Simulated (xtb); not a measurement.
xtb input:

```bash
xtb mol.xyz --gfnff --opt tight --chrg 0 --uhf 0
```
mol.xyz:
```
10

C     -1.50946924     0.13525764    -0.02954702
C     -0.14239834    -0.47916042    -0.10548602
C      1.02416038     0.26214254    -0.58559615
O      0.83826806     0.01922124     0.81226500
H     -2.05693779    -0.25112328     0.83255523
H     -2.08462067    -0.10001904    -0.92820269
H     -1.43877541     1.21922918     0.06660483
H     -0.11998649    -1.56214571    -0.21072859
H      0.90406969     1.29704488    -0.89351414
H      1.85634933    -0.26619438    -1.04105945
```

Question: Which total energy does the run end on?

Answer: -1.56124 Eh (GFN-FF).
